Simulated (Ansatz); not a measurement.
Compare A (`NB1OC1F`) with its isomer B (`NC1(F)BO1`).

Calculated with Ansatz (gas phase, PBE0-D4/def2-TZVP geometries, no zero-point term in ΔE). CCSD(T)/CBS is the MP2 limit (def2-TZVPP, def2-QZVPP) plus CCSD(T) − MP2 in def2-TZVPP, frozen cores. DFT in def2-TZVPP. B3LYP here is the variant with VWN-RPA as its local correlation; programs differ in this. One conformer a species, not always the lowest.

Task: Which isomer does CCSD(T)/CBS put lower? Give the gap. (Best estimate.)

Result: Ansatz gave: A, by 31.2 kcal/mol.

Task: Give E(B) − E(A) in kcal/mol with PBE-D4, MP2/def2-TZVPP, r2SCAN-D4, CCSD(T)/def2-TZVPP, CCSD/def2-TZVPP, B3LYP, HF/def2-TZVPP. (Estimate.)

Result: Computed: PBE-D4 31.0, MP2/def2-TZVPP 31.8, r2SCAN-D4 31.5, CCSD(T)/def2-TZVPP 31.3, CCSD/def2-TZVPP 31.8, B3LYP 32.4, HF/def2-TZVPP 32.6. None reverses the order clearly.

Task: Does the order hold for the free energy at 298.15 K (harmonic terms from PBE0-D4)? (An estimate is asked.)

Result: Computed: Yes: G(B) − G(A) = +29.9 kcal/mol, for one conformer each.

Largest T1 diagnostic: 0.015.

At CCSD(T), def2-SVP lies −0.9 kcal/mol from the extrapolated value and def2-TZVPP +0.0 kcal/mol. From BLYP to BHLYP (50 % exact exchange), in def2-TZVPP and without D4, E(B) − E(A) moves by +0.8 kcal/mol.
